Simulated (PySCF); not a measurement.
Core-level binding energies of `[CH3][GeH3]`

Compound: CH6Ge.
Structure used (PBE0-D3(BJ)/def2-SVP), in Å, numbered top down from 1:
```
atom  x, y, z in Å
C1    -1.0250   -0.1161    0.0169
Ge2    0.9142    0.1078   -0.0262
H3    -1.4774    0.5916    0.7262
H4    -1.2858   -1.1378    0.3282
H5    -1.4534    0.0655   -0.9793
H6     1.2811    1.5441   -0.4486
H7     1.5459   -0.8744   -1.0324
H8     1.5185   -0.1618    1.3661
```

Computed, not measured: PySCF 2.14.0, delta-SCF UKS SCAN, pcX-2 on the ionised atom, pcseg-1 elsewhere, spin-free X2C. Each binding energy is the total energy of the core-ionised species, with the hole localised on one atom, minus that of the ground state; both are solved self-consistently, so orbital relaxation is included.

Task: List the computed XPS lines with their assignment.

Result: 
```tsv
atom(s)	bonded to	level	binding energy (eV)	count
C1	3 H and Ge	C 1s	290.42	1
```

Task: Give the binding energy of C 1s of C1 in hartree and in kJ/mol.

Result: 290.42 eV = 10.6727 Eh = 28021 kJ/mol.

No level of germanium is listed. Geometry: PBE0-D3(BJ)/def2-SVP; no solvent, vibrations or thermal averaging.
